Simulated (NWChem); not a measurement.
System: C$_{2}$HBrClF; SMILES F/C=C(\Cl)Br

The following NWChem deck was run.

```
start job
memory heap 200 mb stack 900 mb global 1100 mb
geometry units angstroms noautoz
  F     -1.210981    -2.428121     0.000000
  C     -1.203928    -1.108663     0.000000
  C     -0.066714    -0.406000     0.000000
  Cl     1.468292    -1.161881     0.000000
  Br    -0.114709     1.468275     0.000000
  H     -2.191957    -0.642951     0.000000
end
basis spherical
  F library 6-31g*
  C library 6-31g*
  Cl library 6-31g*
  Br library 6-31g*
  H library 6-31g*
end
dft
  xc mn15
  grid fine
  iterations 150
  mulliken
end
task dft gradient
```

NWChem printed, in part:

```
             Northwest Computational Chemistry Package (NWChem) 7.3.0
             --------------------------------------------------------

 CS  symmetry detected

                             Geometry "geometry" -> ""
                             -------------------------

 Output coordinates in angstroms (scale by  1.889725989 to convert to a.u.)

  No.       Tag          Charge          X              Y              Z
 ---- ---------------- ---------- -------------- -------------- --------------
    1 F                    9.0000    -1.20990701    -2.43094191     0.00000000
    2 C                    6.0000    -1.20513603    -1.11147368     0.00000000
    3 C                    6.0000    -0.06913899    -0.40684491     0.00000000
    4 Cl                  17.0000     1.46717202    -1.16006998     0.00000000
    5 Br                  35.0000    -0.12037549     1.46734427     0.00000000
    6 H                    1.0000    -2.19396900    -0.64747118     0.00000000

 Effective nuclear repulsion energy (a.u.)     385.4270289957

      Symmetry information
      --------------------

 Group name             Cs
 Group number              2
 Group order               2
 No. of unique centers     6

                                 NWChem DFT Module
                                 -----------------

 Summary of "ao basis" -> "ao basis" (spherical)
 ------------------------------------------------------------------------------
       Tag                 Description            Shells   Functions and Types
 ---------------- ------------------------------  ------  ---------------------
 F                           6-31g*                  6       14   3s2p1d
 C                           6-31g*                  6       14   3s2p1d
 Cl                          6-31g*                  8       18   4s3p1d
 Br                          6-31g*                 12       32   5s4p3d
 H                           6-31g*                  2        2   2s

      Symmetry analysis of basis
      --------------------------

        a'         67
        a"         27

            General Information
            -------------------
          SCF calculation type: DFT
          Wavefunction type:  closed shell.
          No. of atoms     :     6
          No. of electrons :    74
           Alpha electrons :    37
            Beta electrons :    37
          Charge           :     0
          Spin multiplicity:     1
          Use of symmetry is: on ; symmetry adaption is: on
          Maximum number of iterations: 150
          AO basis - number of functions:    94
                     number of shells:    40
          Convergence on energy requested:  1.00D-06
          Convergence on density requested:  1.00D-05
          Convergence on gradient requested:  5.00D-04

              XC Information
              --------------
                         MN15 Method XC Functional
                     Hartree-Fock (Exact) Exchange  0.440
                          MN15 Exchange Functional  1.000
                        MN15 Correlation Potential  1.000

             Grid Information
             ----------------
          Grid used for XC integration:  fine
          Radial quadrature: Mura-Knowles
          Angular quadrature: Lebedev.
          Tag              B.-S. Rad. Rad. Pts. Rad. Cut. Ang. Pts.
          ---              ---------- --------- --------- ---------
          F                   0.50       70          11.0       590
          C                   0.70       70          10.0       590
          Cl                  1.00      123          10.0       770
          Br                  1.15      140          10.0       974
          H                   0.35       60          10.0       590
          Grid pruning is: on
          Number of quadrature shells:   533
          Spatial weights used:  Erf1

      Superposition of Atomic Density Guess
      -------------------------------------

 Sum of atomic energies:       -3206.72893411

      Non-variational initial energy
      ------------------------------

 Total energy =   -3208.440848
 1-e energy   =   -5225.957179
 2-e energy   =    1632.089302
 HOMO         =      -0.218923
 LUMO         =       0.036618

      Symmetry analysis of molecular orbitals - initial
      -------------------------------------------------

  Numbering of irreducible representations:

     1 a'          2 a"

  Orbital symmetries:

     1 a'          2 a'          3 a'          4 a'          5 a'
     6 a"          7 a'          8 a'          9 a'         10 a'
    11 a'         12 a'         13 a'         14 a"         15 a'
    16 a'         17 a"         18 a'         19 a'         20 a"
    21 a'         22 a"         23 a'         24 a'         25 a'
    26 a'         27 a'         28 a'         29 a"         30 a'
    31 a'         32 a"         33 a'         34 a'         35 a"
    36 a'         37 a"         38 a'         39 a"         40 a'
    41 a'         42 a'         43 a'         44 a'         45 a"
    46 a'         47 a'

     ---------------------------------------------
      Total Density - Mulliken Population Analysis
     ---------------------------------------------

    Atom       Charge   Shell Charges
 -----------   ------   -------------------------------------------------------
    1 F    9     9.42   2.00  0.94  3.39  1.00  2.08  0.01
    2 C    6     5.67   2.00  0.69  1.68  0.49  0.74  0.06
    3 C    6     5.88   2.00  0.67  1.57  0.56  1.04  0.05
    4 Cl  17    17.11   2.00  2.00  5.98  1.38  3.61  0.53  1.59  0.02
    5 Br  35    35.12   2.00  2.00  6.00  2.00  5.99  1.56  3.80  0.37  1.37  6.97  2.93  0.14
    6 H    1     0.81   0.47  0.34

   convergence    iter        energy       DeltaE   RMS-Dens  Diis-err
 ---------------- ----- ----------------- --------- --------- ---------
 d= 0,ls=0.0,diis     1  -3210.5307066395 -3.60D+03  1.49D-02  1.59D+00
 d= 0,ls=0.0,diis     2  -3210.5052914509  2.54D-02  1.08D-02  1.36D+00
 d= 0,ls=0.0,diis     3  -3210.6362347885 -1.31D-01  3.22D-03  1.85D-01
 d= 0,ls=0.0,diis     4  -3210.6550772317 -1.88D-02  9.83D-04  1.31D-02
 d= 0,ls=0.0,diis     5  -3210.6565660766 -1.49D-03  2.51D-04  5.86D-04
  Resetting Diis
 d= 0,ls=0.0,diis     6  -3210.6566418571 -7.58D-05  6.46D-05  6.44D-05
 d= 0,ls=0.0,diis     7  -3210.6566485157 -6.66D-06  4.28D-05  5.89D-06
 d= 0,ls=0.0,diis     8  -3210.6566483758  1.40D-07  1.92D-05  9.05D-06
 d= 0,ls=0.0,diis     9  -3210.6566491946 -8.19D-07  2.84D-06  2.82D-08

         Total DFT energy =    -3210.656649194637
      One electron energy =    -5226.680994594840
           Coulomb energy =     1771.869964437511
    Exchange-Corr. energy =     -141.272648033032
 Nuclear repulsion energy =      385.427028995724

 Numeric. integr. density =       74.000000143012

                  Occupations of the irreducible representations
                  ----------------------------------------------

                     irrep           alpha         beta
                     --------     --------     --------
                     a'               28.0         28.0
                     a"                9.0          9.0

                       DFT Final Molecular Orbital Analysis
                       ------------------------------------

 Vector   35  Occ=2.000000D+00  E=-3.629059D-01  Symmetry=a"
              MO Center=  4.7D-01,  3.4D-01, -3.5D-13, r^2= 3.6D+00
   Bfn.  Coefficient  Atom+Function         Bfn.  Coefficient  Atom+Function
  ----- ------------  ---------------      ----- ------------  ---------------
    73      0.608167  5 Br pz                51     -0.486792  4 Cl pz
    69     -0.275777  5 Br pz                55     -0.251337  4 Cl pz
    77      0.246167  5 Br pz                47      0.186672  4 Cl pz
    33      0.082928  3 C  pz                65      0.082872  5 Br pz
    19      0.064783  2 C  pz                37      0.055359  3 C  pz

 Vector   36  Occ=2.000000D+00  E=-3.468397D-01  Symmetry=a'
              MO Center=  1.6D-01,  8.9D-01,  1.9D-16, r^2= 3.0D+00
   Bfn.  Coefficient  Atom+Function         Bfn.  Coefficient  Atom+Function
  ----- ------------  ---------------      ----- ------------  ---------------
    71      0.725315  5 Br px                50     -0.371148  4 Cl py
    67     -0.327024  5 Br px                75      0.296372  5 Br px
    54     -0.178965  4 Cl py                46      0.140715  4 Cl py
    63      0.098215  5 Br px                72     -0.074912  5 Br py
    20      0.058561  2 C  s                  6     -0.035270  1 F  s

 Vector   37  Occ=2.000000D+00  E=-2.892693D-01  Symmetry=a"
              MO Center= -2.8D-01, -3.9D-01,  1.5D-13, r^2= 3.4D+00
   Bfn.  Coefficient  Atom+Function         Bfn.  Coefficient  Atom+Function
  ----- ------------  ---------------      ----- ------------  ---------------
    73      0.432154  5 Br pz                19     -0.354595  2 C  pz
    33     -0.324373  3 C  pz                51      0.304933  4 Cl pz
     5      0.230040  1 F  pz                37     -0.227998  3 C  pz
    23     -0.220357  2 C  pz                77      0.197259  5 Br pz
    69     -0.191143  5 Br pz                55      0.187782  4 Cl pz

 Vector   38  Occ=0.000000D+00  E= 1.067113D-02  Symmetry=a'
              MO Center=  5.2D-02,  7.8D-01, -7.7D-17, r^2= 3.3D+00
   Bfn.  Coefficient  Atom+Function         Bfn.  Coefficient  Atom+Function
  ----- ------------  ---------------      ----- ------------  ---------------
    34      0.975791  3 C  s                 76      0.763879  5 Br py
    72      0.518759  5 Br py                36      0.495108  3 C  py
    74     -0.437758  5 Br s                 32      0.340825  3 C  py
    70      0.268897  5 Br s                 35      0.252453  3 C  px
    30      0.226229  3 C  s                 54     -0.219345  4 Cl py

 Vector   39  Occ=0.000000D+00  E= 1.788938D-02  Symmetry=a"
              MO Center= -6.2D-01, -7.6D-01, -4.2D-14, r^2= 2.4D+00
   Bfn.  Coefficient  Atom+Function         Bfn.  Coefficient  Atom+Function
  ----- ------------  ---------------      ----- ------------  ---------------
    37     -0.594853  3 C  pz                23      0.588171  2 C  pz
    19      0.476005  2 C  pz                33     -0.439161  3 C  pz
     5     -0.194078  1 F  pz                 9     -0.193868  1 F  pz
    55      0.167367  4 Cl pz                51      0.164853  4 Cl pz
    77      0.160521  5 Br pz                73      0.129622  5 Br pz

 Vector   40  Occ=0.000000D+00  E= 6.001373D-02  Symmetry=a'
              MO Center=  4.1D-01, -8.6D-01,  3.8D-16, r^2= 3.5D+00
   Bfn.  Coefficient  Atom+Function         Bfn.  Coefficient  Atom+Function
  ----- ------------  ---------------      ----- ------------  ---------------
    34      0.803746  3 C  s                 53      0.779687  4 Cl px
    52     -0.682410  4 Cl s                 35      0.593621  3 C  px
    36     -0.432686  3 C  py                94      0.422349  6 H  s
    49      0.412227  4 Cl px                31      0.348922  3 C  px
    22     -0.332941  2 C  py                54     -0.329212  4 Cl py

     ---------------------------------------------
      Total Density - Mulliken Population Analysis
     ---------------------------------------------

    Atom       Charge   Shell Charges
 -----------   ------   -------------------------------------------------------
    1 F    9     9.25   2.00  0.90  3.35  1.05  1.93  0.02
    2 C    6     5.79   2.00  0.66  1.99  0.42  0.64  0.07
    3 C    6     6.19   2.00  0.66  1.99  0.55  0.95  0.05
    4 Cl  17    16.95   2.00  1.99  5.97  1.38  3.69  0.55  1.33  0.03
    5 Br  35    35.00   2.00  2.00  6.00  2.00  5.97  1.59  3.86  0.36  1.17  6.96  2.89  0.19
    6 H    1     0.83   0.53  0.30

     -------------------------------------------
      Total Density - Lowdin Population Analysis
     -------------------------------------------

    Atom       Charge   Shell Charges
 -----------   ------   -------------------------------------------------------
    1 F    9     9.06   1.99  0.89  3.22  0.82  2.10  0.04
    2 C    6     6.01   1.99  0.52  1.79  0.41  1.12  0.18
    3 C    6     6.25   1.99  0.54  1.82  0.42  1.36  0.12
    4 Cl  17    16.90   2.00  1.99  5.91  1.13  3.40  0.66  1.78  0.04
    5 Br  35    34.93   2.00  2.00  5.99  1.99  5.89  1.25  3.50  0.59  1.65  6.72  3.06  0.28
    6 H    1     0.85   0.49  0.36

     Multipole analysis of the density
     ---------------------------------

     L   x y z        total         alpha         beta         nuclear
     -   - - -        -----         -----         ----         -------
     0   0 0 0     -0.000000    -37.000000    -37.000000     74.000000

     1   1 0 0     -0.510875     -0.255438     -0.255438     -0.000000
     1   0 1 0      0.169204      0.084602      0.084602      0.000000
     1   0 0 1     -0.000000     -0.000000     -0.000000      0.000000

     2   2 0 0    -32.423239   -130.186468   -130.186468    227.949696
     2   1 1 0     -0.010858     -1.756290     -1.756290      3.501721
     2   1 0 1     -0.000000     -0.000000     -0.000000      0.000000
     2   0 2 0    -35.534636   -303.892308   -303.892308    572.249979
     2   0 1 1      0.000000      0.000000      0.000000      0.000000
     2   0 0 2    -35.102312    -17.551156    -17.551156      0.000000

            General Information
            -------------------
          SCF calculation type: DFT
          Wavefunction type:  closed shell.
          No. of atoms     :     6
          No. of electrons :    74
           Alpha electrons :    37
            Beta electrons :    37
          Charge           :     0
          Spin multiplicity:     1
          Use of symmetry is: on ; symmetry adaption is: on
          Maximum number of iterations: 150
          AO basis - number of functions:    94
                     number of shells:    40
          Convergence on energy requested:  1.00D-06
          Convergence on density requested:  1.00D-05
          Convergence on gradient requested:  5.00D-04

              XC Information
              --------------
                         MN15 Method XC Functional
                     Hartree-Fock (Exact) Exchange  0.440
                          MN15 Exchange Functional  1.000
                        MN15 Correlation Potential  1.000

             Grid Information
             ----------------
          Grid used for XC integration:  fine
          Radial quadrature: Mura-Knowles
          Angular quadrature: Lebedev.
          Tag              B.-S. Rad. Rad. Pts. Rad. Cut. Ang. Pts.
          ---              ---------- --------- --------- ---------
          F                   0.50       70          11.0       590
          C                   0.70       70          10.0       590
          Cl                  1.00      123          10.0       770
          Br                  1.15      140          10.0       974
          H                   0.35       60          10.0       590
          Grid pruning is: on
          Number of quadrature shells:   533
          Spatial weights used:  Erf1

[...]

                         DFT ENERGY GRADIENTS

    atom               coordinates                        gradient
                 x          y          z           x          y          z
   1 F      -2.286393  -4.593814   0.000000   -0.000411   0.005668   0.000000
   2 C      -2.277377  -2.100381   0.000000    0.001096  -0.010577   0.000000
   3 C      -0.130654  -0.768825   0.000000    0.003552   0.002191   0.000000
   4 Cl      2.772553  -2.192214   0.000000   -0.000221   0.000329   0.000000
   5 Br     -0.227477   2.772879   0.000000    0.000078   0.000201   0.000000
   6 H      -4.146000  -1.223543   0.000000   -0.004094   0.002188   0.000000
```

Level: MN15/6-31G* (spherical d). The geometry was optimised at PBE0/def2-SVP.
